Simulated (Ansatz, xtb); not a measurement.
**Two structures of ClCuH4Si2**

Structure a is a singlet given by its coordinates and structure b is a singlet given by its coordinates. Both are isolated molecules in the gas phase, relaxed with PBE0-D3(BJ)/def2-SVP.

a (Å):

```xyz
8

Cl   -1.4425    4.2182   -3.6368
Cu   -1.1649    2.4567   -2.5204
Si    0.6170   -1.2061   -1.6749
Si   -0.8474    0.6235   -1.3867
H    -0.2167   -2.4428   -1.8024
H     1.4645   -1.3114   -0.4455
H     1.4800   -1.0435   -2.8795
H    -1.5677    0.1917   -0.1326
```

Close contacts (Å): Cl1–Cu2 2.10, Cu2–Si4 2.18, Si3–Si4 2.36, Si3–H5 1.50, Si3–H6 1.50, Si3–H7 1.49, Si4–H8 1.51.

b (Å):

```yaml
atoms:
  - { symbol: Cl, position_ang: [1.7263, 2.7820, 0.1711] }
  - { symbol: Cu, position_ang: [1.4906, -0.6129, -1.1804] }
  - { symbol: Si, position_ang: [0.4289, -1.1401, 0.7962] }
  - { symbol: Si, position_ang: [0.8973, 1.5237, -1.2778] }
  - { symbol: H, position_ang: [1.4083, -1.8722, 1.6696] }
  - { symbol: H, position_ang: [-0.7463, -2.0474, 0.5771] }
  - { symbol: H, position_ang: [-0.0615, 0.0275, 1.5958] }
  - { symbol: H, position_ang: [-0.5779, 1.7693, -1.0323] }
```

Close contacts (Å): Cl1–Si4 2.09, Cu2–Si3 2.30, Cu2–Si4 2.22, Si3–H5 1.50, Si3–H6 1.50, Si3–H7 1.50, Si4–H8 1.52.

Question: Estimate which is lower in electronic energy at CCSD(T)/def2-SVP + ΔMP2/def2-TZVPP, and by roughly how much.

Answer: The CCSD(T)/def2-SVP + ΔMP2/def2-TZVPP calculation puts structure a lower, by 6.3 kcal/mol.

The same difference at several levels:

```
                             level              geometry  E(b) − E(a) (kcal/mol)  departure from the last row (kcal/mol)  job, with rough time for the two
              PBE0-D3(BJ)/def2-SVP  PBE0-D3(BJ)/def2-SVP                      +2.4                                    −3.9               optimisation, 2 min
                       HF/def2-SVP  PBE0-D3(BJ)/def2-SVP                     +10.8                                    +4.5           part of the CCSD(T) run
                      MP2/def2-SVP  PBE0-D3(BJ)/def2-SVP                      +4.3                                    −2.0           part of the CCSD(T) run
                  CCSD(T)/def2-SVP  PBE0-D3(BJ)/def2-SVP                      +3.9                                    −2.4                      single point
CCSD(T)/def2-SVP + ΔMP2/def2-TZVPP  PBE0-D3(BJ)/def2-SVP                      +6.3                                                        single point, 49 s
```

The levels shown agree on the order. The largest departure from CCSD(T)/def2-SVP + ΔMP2/def2-TZVPP is that of HF/def2-SVP, 4.5 kcal/mol. Levels run at GFN2-xTB geometries aren't shown. The last row adds to CCSD(T) the change of the MP2 difference between the two basis sets, here +2.4 kcal/mol.

With harmonic frequencies from PBE0-D3(BJ)/def2-SVP (ideal gas, rigid rotor, one conformer each, 298.15 K, 1 atm): on the last row, ΔE + ΔZPE = +6.2 kcal/mol. A mode under 50 cm⁻¹ makes harmonic enthalpies and free energies unreliable, so none is given.

The T1 diagnostic of structures a and b is large, so the coupled-cluster value is less sure. The correlated steps freeze 20 core orbitals; the last core shell of Cu is correlated, in a basis made for valence electrons. Programs: Ansatz 0.2.0; the last row on 2 threads of Arm Neoverse V2 on a shared host.
